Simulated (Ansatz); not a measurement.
Ansatz (a first-principles code) input:
A basis named .json is the Basis Set Exchange file of that set.

Ansatz 0.2 input:
```yaml
crystal:
  periodic: [false, false, false]
  atoms:
    - {symbol: C, position_ang: [-0.92864357, 1.46241909, -0.71380099]}
    - {symbol: Si, position_ang: [-0.01248014, 0.03653318, 0.01248098]}
    - {symbol: C, position_ang: [1.60832045, -0.22656875, -0.86693237]}
    - {symbol: C, position_ang: [-1.07491850, -1.49373693, 0.03602574]}
    - {symbol: F, position_ang: [0.33745510, 0.38613991, 1.55536958]}
    - {symbol: H, position_ang: [-2.00210598, 1.58568611, -0.61430316]}
    - {symbol: H, position_ang: [-0.43970666, 2.26420375, -1.25716449]}
    - {symbol: H, position_ang: [2.18040370, -1.03108321, -0.40005405]}
    - {symbol: H, position_ang: [1.44441223, -0.49280672, -1.91374802]}
    - {symbol: H, position_ang: [2.21923722, 0.67826905, -0.84198565]}
    - {symbol: H, position_ang: [-1.32793645, -1.80856821, -0.97897688]}
    - {symbol: H, position_ang: [-2.00792286, -1.31442880, 0.57450469]}
    - {symbol: H, position_ang: [-0.55730566, -2.32067598, 0.52691312]}
basis:
  gaussian:
    orbitals: aug-cc-pV_D+d_Z.json
magnetization: {spin_polarized: true, initial_magnetization: 1}
correlation: {method: ccsd_t, electrons: outside_noble_gas}
output: {forces: true}
```

Question: Which total energy does the run end on?

Answer: -507.53632 Eh (CCSD(T)/aug-cc-pV(D+d)Z). The basis has 196 functions.

It need not be the lowest isomer of its formula.
